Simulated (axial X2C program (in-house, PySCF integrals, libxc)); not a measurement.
## Low determinants of CoH at the PBE0 level, 2c

Computed with an in-house relativistic program for diatomic molecules. Two-component (2c) means X2C with spin–orbit coupling and atomic mean-field two-electron Coulomb and Gaunt terms. Basis: Co dyall-cv3z [9s10p6d3f2g], H dyall-v3z [6s2p1d] (cores contracted in-house); Gaussian nuclei, density fitting, unrestricted open shells. Masses: Co 58.933 u, H 1.008 u.

Search at 1.503 Å (vertical energies from the lowest determinant):

```tsv
ΔE (eV)	state	electrons beyond evenly filled partner blocks	electrons in ±ω = 1/2, 3/2, 5/2, 7/2
0.00	Ω = 4	ω = 3/2, ω = 5/2	20 7 1 0
0.02	Ω = 3	ω = 1/2, ω = 5/2	19 8 1 0
0.13	Ω = 1	ω = -1/2, ω = 3/2	19 7 2 0
0.17	Ω = 2	ω = 1/2, ω = 3/2	19 7 2 0
0.25	Ω = 2	ω = -1/2, ω = 5/2	19 8 1 0
0.33	Ω = 1	ω = -3/2, ω = 5/2	20 7 1 0
0.95	Ω = 2	2 × ω = 1/2, ω = -3/2, ω = 5/2	20 7 1 0
```

Lowest determinant, Ω = 4 (⟨Sz⟩ = 1.00, ⟨Lz⟩ = 3.00 at PBE0): Re = 1.502 Å, ωe = 1912.1 cm⁻¹.

The determinant in row 2 of the search, Ω = 3 (⟨Sz⟩ = 1.00, ⟨Lz⟩ = 2.00 at PBE0), was followed along the bond at PBE0; measured from the minimum of the lowest determinant it gives:

Te = 0.013 eV (108 cm⁻¹), Re = 1.523 Å, ωe = 1816.9 cm⁻¹.

Question: Compare the bond of the determinant in row 2 with that of the lowest one.

Answer: At PBE0 its Re is 0.021 Å longer and its force constant, which goes as ωe², is 0.90 times that of the lowest determinant. T0 ≈ Te + Δωe/2 = 108 + (-48) = 60 cm⁻¹.

The search compares states at one distance, so a state with another bond length can lie lower; it is not exhaustive and yields mostly the lowest determinant of each block pattern, so other components and higher states of one pattern are missing. These are energies of single determinants, not of spin-adapted states; PBE0 term energies can be off by some tenths of an eV, and the functional has no current term. Open-shell Ω = 0 determinants with evenly filled partner blocks cannot be reached by this program, so the Ω shown need not be the lowest component. The lowest determinant need not be the ground state where others lie within half an eV.
